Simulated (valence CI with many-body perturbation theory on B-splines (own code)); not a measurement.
The numbers below are computed, except where a source is named.
# Ladder of approximations for Sm¹³⁺

Level of theory: relativistic CI+MBPT: three valence electrons over a frozen Dirac-Fock core [Kr] 4d10, radial functions for each j: 8 s, 8 p, 9 d, 9 f, 6 g, 3 h, 2 i, with the one-electron correlation potential Σ1 (screened to all orders), the two-electron term Σ2, the three-electron term Σ3, Breit, model QED; selected single and double excitations, second order for the rest (own B-spline code, finite nucleus).

No measured spectrum was set against this ion. As an estimate, terms of the open shell hold to a few per cent of their energy, and close levels can change places; configurations with another count of f electrons can be misplaced by thousands of cm⁻¹. Core correlation moves these levels by up to 57000 cm⁻¹, and in measured spectra 5 to 20 % of such shifts remained as error; rates that hang on mixing are uncertain with them.

Each rung adds one term. CI alone is the Dirac-Coulomb CI over the frozen core; QED comes last and gives the full result, which names the levels. Energies are above 4f 5s2 2F°_5/2 on the same rung, in cm⁻¹.

Names give the largest LS component (configuration and term), which can be under half, so a name can repeat, a term be missing and a line seem to break the LS rules; names also repeat where a configuration has a term twice.

```
         Level  CI alone   + Σ1   + Σ2   + Σ3  + Breit   Full
4f 5s2 2F°_7/2      6052   6455   6602   6593     6161   6192
 4f2 5s 4H_7/2     48028  41308  23390  23725    22118  20995
 4f2 5s 4H_9/2     50166  43568  25800  26134    24373  23258
4f2 5s 4H_11/2     53428  47101  29498  29830    27761  26666
 4f2 5s 4F_3/2     57237  50698  32275  32610    31036  29920
4f2 5s 4H_13/2     57133  51087  33659  33988    31570  30496
 4f2 5s 4F_5/2     58638  52195  33882  34217    32524  31415
 4f2 5s 4F_7/2     60526  54241  36129  36461    34560  33463
 4f2 5s 2H_9/2     60101  53596  36295  36641    34779  33662
 4f2 5s 4F_9/2     62114  55832  38266  38609    36591  35487
 4f2 5s 2G_7/2     65614  59359  42431  42772    40824  39720
4f2 5s 2H_11/2     66891  60784  43975  44328    41975  40878
 4f2 5s 2F_5/2     69169  62747  45094  45454    43711  42586
 4f2 5s 2G_9/2     68390  62449  45600  45932    43681  42602
 4f2 5s 2F_7/2     74330  68344  51153  51505    49247  48156
 4f2 5s 2D_5/2     83306  77188  57598  57941    56143  55040
 4f2 5s 2D_3/2     83790  77711  58164  58507    56689  55589
 4f2 5s 4P_1/2     88057  81933  61519  61854    60254  59152
 4f2 5s 4P_3/2     89506  83524  63271  63605    61851  60760
```

(1) How does the ionisation energy move along the ladder, and which term matters most?

## Answers

(1) CI alone 252.58, + Σ1 254.73, + Σ2 255.17, + Σ3 255.15, + Breit 254.86, + QED 254.60 eV. The largest step is Σ1, 2.15 eV. NIST lists 257 ± 12 eV (theoretical).
